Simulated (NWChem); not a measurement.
System: WN₂H₃OF; SMILES [NH]=[W](=[NH])([OH])[F]

```xyz
8

W     -0.0040     0.0089     0.0001
N     -1.0122    -0.1309     1.4162
H     -1.8708    -0.2460     1.9436
N     -1.0085    -0.1335    -1.4185
H     -1.8674    -0.2488    -1.9457
F      0.8001     1.7123    -0.0003
O      1.2282    -1.4186     0.0027
H      1.1532    -2.3761    -0.0043
```
Atoms are numbered in this order, from 1.

Results from NWChem. Medium grid unless said otherwise, to which SCAN and Minnesota functionals are sensitive. Geometry: optimised at PBE0/def2-SVP. Not confirmed as a minimum by frequencies. def2 effective core potentials on W; no spin-orbit coupling. Total energies of different functionals are on different scales.

```
level              energy (Ha)  highest occupied level (eV)  orbital gap (eV)  dipole (D)
-----------------  -----------  ---------------------------  ----------------  ----------
B3LYP/def2-SVP       -353.4051                        -7.32              6.11        3.33
PBE/def2-SVP         -353.1455                        -6.19              4.44        3.18
HCTH/407/def2-SVP    -353.6001                        -6.39              4.45        3.26
OLYP/def2-SVP        -353.3977                        -6.08              4.46        3.19
M06-2X/def2-SVP      -353.1319                        -8.94              8.82        3.50
r2SCAN/def2-SVP      -353.2911                        -6.54              4.83        3.28
M05-2X/def2-SVP      -353.2301                        -9.04              9.04        3.49
M06-L/def2-SVP       -353.3935                        -6.49              4.83        3.24
MPW1K/def2-SVP       -353.2448                        -8.67              8.17        3.47
MN15/def2-SVP        -352.9956                   (withheld)        (withheld)        3.34
M06/def2-SVP         -353.2299                        -7.77              6.60        3.42
```

Task: Some entries are withheld; supply them.

Result: 
- MN15/def2-SVP, highest occupied level (eV): -8.32
- MN15/def2-SVP, orbital gap (eV): 7.86
